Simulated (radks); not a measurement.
Fractional charge and spin in the 6s shell of osmium: the spin-up occupation runs from 0 to 1 and the spin-down occupation from 0 to 1; the fullest corner is Os, [Xe] 4f14 5d(up 3, down 3) 6s(up 1, down 1). All-electron calculation, scalar-relativistic Kohn-Sham, BLYP, spin-polarised, spherical densities, finite nucleus; Fermi nuclear charge, rms radius of each element as measured or else 0.836 A^(1/3) + 0.57 fm. Program: a radial shooting solver on a logarithmic mesh with Libxc functionals. Energy (eV) above the fullest corner. The planes named below are the two flat planes that join the four corners, with an edge along up + down = one added electron.

down \ up       0    0.25     0.5    0.75      1
0          26.506  21.515  16.999  12.953  9.370
0.25       21.515  17.043  13.036   9.487  6.390
0.5        16.999  13.036   9.527   6.465  3.841
0.75       12.953   9.487   6.465   3.877  1.715
1           9.370   6.390   3.841   1.715  0.000

Corners above the fullest one (they belong to Os+ and the next ion): (up 1, down 0) 9.370 eV, (up 0, down 1) 9.370 eV, (up 0, down 0) 26.506 eV. With half an added electron in each spin the energy lies 0.157 eV from the planes, and with half an added electron in spin up alone -0.938 eV. The planes are only a guide here: the flat-plane condition holds for ground states with one frontier orbital, while other shells are open and held unpolarised.
